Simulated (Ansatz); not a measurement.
System: GeN2H5, charge 0, doublet. GeN2H5 (SMILES [NH][GeH2][NH2], doublet).
B3LYP-D3(BJ)/def2-TZVP minimum from Ansatz (a program for electronic structure):
```
Ge
N 1 1.8389
H 2 1.0119 1 114.07
H 2 1.0119 3 108.40 1 128.28
H 1 1.5413 2 107.46 3 -56.63
H 1 1.5413 5 112.59 2 118.14
N 1 1.8843 5 108.83 6 120.75
H 7 1.0278 1 109.04 5 -61.52
```
Charge 0, spin multiplicity 2.

Atomisation energy term by term, kcal/mol (programs: Ansatz). UHF or UKS for unpaired electrons; spin-orbit terms are left out. Cores are frozen in correlated methods (noble-gas shells, and filled d and f shells in the p block). No relativity. CBS(X,Y): correlation extrapolated as X^-3, Hartree-Fock from the larger set. A bracket is a step between two methods taken in the basis named. Where a partner has so few electrons that a lower coupled-cluster level is exact, that level stands in.

| term | basis | kcal/mol |
|---|---|---|
| Hartree-Fock | cc-pVQZ | 360.36 |
| CCSD correlation | CBS(cc-pVTZ,cc-pVQZ) | 179.66 |
| (T) | CBS(cc-pVTZ,cc-pVQZ) | 9.63 |
| CCSDT(Q) - CCSD(T) | cc-pVDZ | 0.91 |
| sum: De |  | 550.6 |
